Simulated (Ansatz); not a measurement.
```xyz
2

B     0.0035    0.0072   -0.7929
B     0.0036    0.0083    0.7911
```

Basis set: STO-3G (spherical functions). Frozen core: 2 orbitals. Charge 0, multiplicity 3.

Computed with Ansatz (development build ahead of 0.2.0); each method stands on the lowest determinant of its kind that the runs found.

The atomization energy at this shape (free ground-state atoms in the same class of orbitals less the molecule, no zero-point energy) of triplet B₂:

```csv
method,atomization energy
UHF,326.0 kJ/mol
```

(1) What does UHF-MP2 give?

Answers

(1) 354.6 kJ/mol. Caution: the unrestricted determinant is a mixture of spin states.

This basis has no polarisation functions and is too small for such energies, which can lie far from measured ones in either direction.
